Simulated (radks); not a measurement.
Species: neutral lutetium. Configuration: [Xe] 4f14 6s2 7d1 (not the ground configuration).

All-electron calculation, Dirac Kohn-Sham, PBE, spin-unpolarised, spherical densities, finite nucleus; open shells fill j = l - 1/2 first; Fermi nuclear charge, rms radius 5.37 fm. Program: a radial shooting solver on a logarithmic mesh with Libxc functionals.

Energy parts (hartree):
| part | energy |
|---|---|
| total | -14579.0418 |
| kinetic | 16245.9372 |
| electron-nucleus | -36233.2468 |
| Hartree | 5710.1536 |
| exchange-correlation | -301.8858 |

Orbitals (lengths in bohr, moments of r in powers of bohr):
1s1/2: occ. 2; eigenvalue (hartree) -2320.743; <r^2> 0.0005123; <r> 0.01932; <1/r> 82.18
2s1/2: occ. 2; eigenvalue (hartree) -395.0346; <r^2> 0.007862; <r> 0.08125; <1/r> 19.88
2p1/2: occ. 2; eigenvalue (hartree) -377.1154; <r^2> 0.005641; <r> 0.06740; <1/r> 19.86
2p3/2: occ. 4; eigenvalue (hartree) -336.0488; <r^2> 0.006850; <r> 0.07502; <1/r> 16.96
3s1/2: occ. 2; eigenvalue (hartree) -89.72012; <r^2> 0.05159; <r> 0.2122; <1/r> 7.291
3p1/2: occ. 2; eigenvalue (hartree) -81.77994; <r^2> 0.04753; <r> 0.2020; <1/r> 7.208
3p3/2: occ. 4; eigenvalue (hartree) -73.02057; <r^2> 0.05423; <r> 0.2162; <1/r> 6.463
3d3/2: occ. 4; eigenvalue (hartree) -59.52313; <r^2> 0.04236; <r> 0.1898; <1/r> 6.352
3d5/2: occ. 6; eigenvalue (hartree) -57.61066; <r^2> 0.04421; <r> 0.1942; <1/r> 6.173
4s1/2: occ. 2; eigenvalue (hartree) -18.06793; <r^2> 0.2582; <r> 0.4779; <1/r> 3.053
4p1/2: occ. 2; eigenvalue (hartree) -14.83251; <r^2> 0.2681; <r> 0.4850; <1/r> 2.943
4p3/2: occ. 4; eigenvalue (hartree) -12.84013; <r^2> 0.3052; <r> 0.5177; <1/r> 2.683
4d3/2: occ. 4; eigenvalue (hartree) -7.51697; <r^2> 0.3400; <r> 0.5410; <1/r> 2.462
4d5/2: occ. 6; eigenvalue (hartree) -7.15330; <r^2> 0.3546; <r> 0.5525; <1/r> 2.398
5s1/2: occ. 2; eigenvalue (hartree) -2.50154; <r^2> 1.541; <r> 1.170; <1/r> 1.144
5p1/2: occ. 2; eigenvalue (hartree) -1.60460; <r^2> 1.949; <r> 1.309; <1/r> 1.010
5p3/2: occ. 4; eigenvalue (hartree) -1.34875; <r^2> 2.292; <r> 1.419; <1/r> 0.9195
4f5/2: occ. 6; eigenvalue (hartree) -0.64515; <r^2> 0.6722; <r> 0.7134; <1/r> 1.846
4f7/2: occ. 8; eigenvalue (hartree) -0.58913; <r^2> 0.7057; <r> 0.7288; <1/r> 1.814
6s1/2: occ. 2; eigenvalue (hartree) -0.34442; <r^2> 12.15; <r> 3.284; <1/r> 0.3840
7d3/2: occ. 1; eigenvalue (hartree) -0.02037; <r^2> 446.0; <r> 19.97; <1/r> 0.06855
7d5/2: occ. 0; eigenvalue (hartree) -0.01996; <r^2> 445.7; <r> 19.87; <1/r> 0.07051

The highest occupied level is 7d3/2 at -0.554 eV. The density falls to 0.001 e/bohr^3 at r = 4.68 bohr. The electron density at the nucleus is 1.111e+06 e/bohr^3.
